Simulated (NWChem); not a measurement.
Molecule: CH$_{7}$FSi$_{2}$; SMILES FC[SiH2][SiH3]

```xyz
11

F     -1.0989     1.7031    -0.2273
C      0.1637     1.6654     0.3882
Si     1.0309     0.0411    -0.1415
Si    -0.5267    -1.7067     0.0470
H      0.0171     1.7139     1.4749
H      0.7197     2.5614     0.0845
H      2.2191    -0.1759     0.7362
H      1.5130     0.1739    -1.5446
H     -1.5625    -1.6051    -1.0148
H     -1.2006    -1.6380     1.3736
H      0.1430    -3.0325    -0.0708
```
Atoms are numbered in this order, from 1.

Results from NWChem. Coordinates come from a B3LYP/6-31G* (spherical d) optimisation. Ions are spin-unrestricted doublets at the neutral geometry; other ion states weren't tried.

**Question.** Estimate the computed values for BHandHLYP/def2-SVP. Quantities: vertical ionisation energy, ΔSCF (eV); −ε(HOMO) (eV).

**Answer.** vertical ionisation energy, ΔSCF (eV): 10.47
−ε(HOMO) (eV): 9.39
